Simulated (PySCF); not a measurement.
Si(H)(F)(Br)(Me) (CH4BrFSi), SMILES [SiH](Br)(F)C.

Geometry: PBE0-D3(BJ)/def2-SVP.

Computed with PySCF with TDA-PBE0/def2-SVPD.

Vertical excitations. The molecule is in vacuum.

Computed lowest excited states:
```
state  energy (eV)  λ (nm)      f                                                                  main pairs
-----  -----------  ------  -----  --------------------------------------------------------------------------
S1            7.27     170  0.033                                                              HOMO→LUMO 94 %
S2            7.51     165  0.003                                                            HOMO→LUMO+1 74 %
S3            7.53     165  0.024                                                            HOMO−1→LUMO 85 %
S4            7.95     156  0.034                                        HOMO−1→LUMO+1 49 %, HOMO→LUMO+2 39 %
S5            8.07     154  0.058                                        HOMO→LUMO+2 44 %, HOMO−1→LUMO+1 36 %
S6            8.27     150  0.045                                                          HOMO−1→LUMO+2 89 %
S7            8.54     145  0.007                                                            HOMO→LUMO+3 85 %
S8            8.79     141  0.014                                        HOMO−1→LUMO+3 62 %, HOMO−2→LUMO 20 %
S9            8.83     140  0.021  HOMO−2→LUMO 35 %, HOMO−1→LUMO+3 28 %, HOMO−3→LUMO 14 %, HOMO−2→LUMO+1 12 %
S10           8.95     139  0.019                                                            HOMO→LUMO+4 68 %
T1            6.77     183      0                                                              HOMO→LUMO 94 %
T2            6.99     177      0                                                            HOMO−1→LUMO 93 %
T3            7.29     170      0                                                            HOMO→LUMO+1 81 %
T4            7.46     166      0                                      HOMO−1→LUMO+1 75 %, HOMO−1→LUMO+2 14 %
```
Triplets are in the Tamm–Dancoff approximation.
